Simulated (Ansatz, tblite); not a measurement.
Forces on the cluster SiSe2 at its PBE-D4/def2-TZVP geometry. The state is a singlet with charge 0.

The xTB rows come from tblite. Another isomer (singlet) lies 0.54 eV lower at PBE0-D4/def2-TZVP; other spin states weren't run for this one.

GFN1-xTB (tblite), largest force 1.43 eV/Å:

```xyz
3
positions Å, forces eV/Å
Si   -0.437    0.462    1.118    0.487   -0.515   -1.246
Se   -0.227    0.750   -1.139   -0.127    0.001    0.775
Se    0.665   -1.212    0.021   -0.361    0.515    0.471
```

GFN2-xTB (tblite), largest force 0.38 eV/Å:

```
Si -0.130 0.138 0.334
Se 0.172 -0.304 -0.028
Se -0.042 0.167 -0.306
```

PBE-D4/def2-TZVP (Ansatz), largest force 0.01 eV/Å:

```
Si -0.003 0.003 0.009
Se 0.003 -0.006 -0.002
Se 0.000 0.002 -0.006
```
